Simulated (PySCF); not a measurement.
A run for PySCF: R-HF/STO-3G on FHMg (SMILES [F][MgH]), a point of a bond scan (R = 2.522 Å).

```python
from pyscf import gto, scf, dft, mp
from pyscf.data.elements import chemcore

mol = gto.M(
    atom='''
    Mg   -0.00000000   -0.00000000   -0.64398300
    H     0.00000000    0.00000000   -3.16628793
    F     0.00000000    0.00000000    1.11703507
    ''',
    basis='sto-3g',
    charge=0, spin=0, verbose=3, max_memory=1800)
mf = scf.RHF(mol)
mf.conv_tol = 1e-8
mf.max_cycle = 100
mf.kernel()
if not mf.converged:
    mf = mf.newton().run(mf.mo_coeff, mf.mo_occ)
```

Output:

```
converged SCF energy = -295.56088617041
```

Self-consistency was reached.

Cost: about 0.17 core-seconds (a rough figure).
